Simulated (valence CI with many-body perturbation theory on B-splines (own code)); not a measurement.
Values are calculated unless marked as measured or tabulated.
Ho LIII: what the settings do

Method: configuration interaction combined with many-body perturbation theory (CI+MBPT): five valence electrons over a frozen Dirac-Fock core [Ne], a basis of 6 s, 6 p, 5 d, 3 f, 1 g functions for each j, with the one-electron correlation potential Σ1, the two-electron term Σ2, the three-electron term Σ3, Breit, model QED; selected CI, second order for the rest, scaled by the run's own slope (own B-spline code, finite nucleus).

No measured spectrum was set against this ion. As an estimate, large intervals hold to a few tenths of a per cent, small ones and those within an open d or f shell to about a per cent. Among the levels kept, up to 680 cm⁻¹ of a level comes from second order outside the variational space, and about a tenth of that is noise between levels of different J, which matters for small intervals.

The reference run has the lowest level (3s^2 3p1/2^2 3p3/2) J=3/2 and an ionisation energy of 4804.39 eV. Its largest variational space holds 10000 state functions.

Levels are named by their leading jj configuration (3d3/2^4 stands for four electrons in 3d with j = 3/2), which in mixed levels can hold well under half, so a name can repeat and another be missing. Letters in brackets count levels of one name in rising energy.

Changed runs:
A. QED terms on → off
B. scale of Σ1 1 → 0
C. scale of Σ1 1 → 0.8; highest l in the core sums 6 → 4
D. start configuration 3s2 3p3 → 3s2 4p3 (bad on purpose)

Excitation energies of the reference run in cm⁻¹, and shifts in cm⁻¹:

```
                             Level  Reference       A      B      C
        (3s^2 3p1/2^2 3d3/2) J=3/2    1628960   +4403  +1856   +180
        (3s^2 3p1/2 3p3/2^2) J=3/2    1685480   -2422  -1134   -218
        (3s^2 3p1/2 3p3/2^2) J=5/2    1771120   -2402  -1138   -219
        (3s^2 3p1/2 3p3/2^2) J=1/2    1879590   -2382  -1145   -221
        (3s^2 3p1/2^2 3d5/2) J=5/2    2124840   +3507   +852   -8.7
        (3s 3p1/2^2 3p3/2^2) J=5/2    2890290  +21021   +848   +121
        (3s 3p1/2^2 3p3/2^2) J=3/2    3105680  +16767   +811    +84
        (3s 3p1/2^2 3p3/2^2) J=1/2    3111540  +19903   +820   +106
(3s^2 3p1/2 3p3/2 3d3/2) J=5/2 [a]    3299470   +1941   +719    -38
(3s^2 3p1/2 3p3/2 3d3/2) J=3/2 [a]    3320180   +3309   +731    -28
(3s^2 3p1/2 3p3/2 3d3/2) J=1/2 [a]    3320830   +2010   +714    -39
    (3s^2 3p1/2 3p3/2 3d3/2) J=7/2    3387060   +1858   +693    -44
            Ionisation energy (eV)    4804.39   +0.32  -0.94  -0.18
```

Run D: It gave no result: the start configuration must fill the lowest shells above the core. The program said: "4p is not the lowest shell of its kind above the core".
